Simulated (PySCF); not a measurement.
# 1,1-elimination

Start structure (GaH$_{2}$F, closed shell), relaxed at PBE0-D4/def2-TZVP:

Ga1  (-0.153, 0.058, -0.099)
F2  (1.366, -0.805, 0.104)
H3  (-0.743, -0.041, -1.535)
H4  (-0.646, 0.775, 1.191)
(Å)

The step: GaH₂F ([F][GaH2]) → GaH + HF; bonds formed: F2–H3; bonds broken: Ga1–F2, Ga1–H3. Computed with PySCF 2.14 with density fitting (its default auxiliary sets; JK sets also for MP2 and CCSD(T)) (basis: def2-TZVPP and def2-QZVPP); correlated methods freeze the cores. Filled d shells of the heavier atoms are correlated. The def2 sets are not built for correlating such inner shells, so the correlated values are less sure here. Extrapolation: Hartree–Fock as exp(−7.88 √X), correlation as X^−2.97. Energies below are by CCSD(T) at an estimated basis limit (MP2 extrapolated from triple and quadruple zeta, plus CCSD(T) − MP2 in triple zeta).

Problem. What are the electronic barrier and the energy of the step, from the start structure to the end structure? (To be estimated.)

Solution. The calculation gives: Barrier 247.7 kJ/mol; step energy 141.7 kJ/mol (uphill); reverse barrier, their difference, 106.0 kJ/mol. Barrier and step energy count from the start structure, the reverse barrier from the end structure.

The saddle point: One imaginary mode of 1320i cm⁻¹.
```
  pair  start (Å)  saddle (Å)  end (Å)
 F2–H3       2.78        1.30     0.94
Ga1–F2       1.76        2.04     3.33
Ga1–H3       1.56        1.64     2.39
```

Zero-point energy (harmonic, PBE0-D4): ZPE is 39.5 kJ/mol at the start and 31.4 kJ/mol at the saddle, so the barrier goes from 247.7 to 239.7 kJ/mol.

First-order rate constant out of the start structure at 298 K by transition-state theory, with harmonic vibrational free energies alone and no tunnelling: ΔA‡ = 239.5 kJ/mol, so k = (kB T/h) exp(−ΔA‡/kB T) ≈ 10^-29 s⁻¹ (an order of magnitude at best: rotation, the number of equivalent paths and anharmonicity are left out).

T1 diagnostic: at most 0.019. The restricted Hartree–Fock reference is unstable towards an unrestricted one at one or more of these structures.

Labels in which every atom is bracketed show which atoms are joined, not bond orders.

For scale, one of the runs: CCSD(T)/def2-TZVPP, 107 basis functions, launched by `OMP_NUM_THREADS=4 python run.py`. The run took about 49 s on 4 CPU threads of an Arm Neoverse V1 (shared host).
